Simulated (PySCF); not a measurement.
# Relaxation of singlet NbO2Cl

These are results of B3LYP in PySCF with Nb def2-SVP with ECP28, O def2-SVP, Cl def2-SVP; scalar-relativistic core potentials, no spin–orbit coupling; density-fitted integrals, not measurements. A (50,194) grid was used.

A hand-made T-shaped (ligand arrangement 2) start, of Cs symmetry, held to at least that symmetry:

Coordinates in bohr (charge 0 multiplicity 1):
```
Nb   -0.6723    0.0000   -0.3916
O    -0.6723    0.0000    3.0477
O    -4.1096    0.0000   -0.2716
Cl    3.9736    0.0000   -0.2293
```

Task: What forces act on the atoms at the start (eV/Å)?

Result: 
```json
{"atom": "Nb1", "Fx": "-4.18", "Fy": "0.00", "Fz": "8.04"}
{"atom": "O2", "Fx": "0.76", "Fy": "0.00", "Fz": "-4.75"}
{"atom": "O3", "Fx": "3.75", "Fy": "0.00", "Fz": "-2.26"}
{"atom": "Cl4", "Fx": "-0.32", "Fy": "0.00", "Fz": "-1.02"}
```

Task: What does it relax to?

Result: It ends at C2v with Nb–Cl 2.374 Å, Nb–O 1.714 Å (×2); Cl–Nb–O 125.1° (×2), O–Nb–O 109.7° (after a last refinement on a finer grid). The frequency run here used a shortcut that can spoil soft modes, so no verdict on minimum or saddle point is given. Other isomers or separated fragments may lie lower.

Task: How much energy is released, and in how many steps?

Result: 210.2 kJ/mol in 9 steps.

The relaxation took of the order of 80 core-seconds on a shared host.
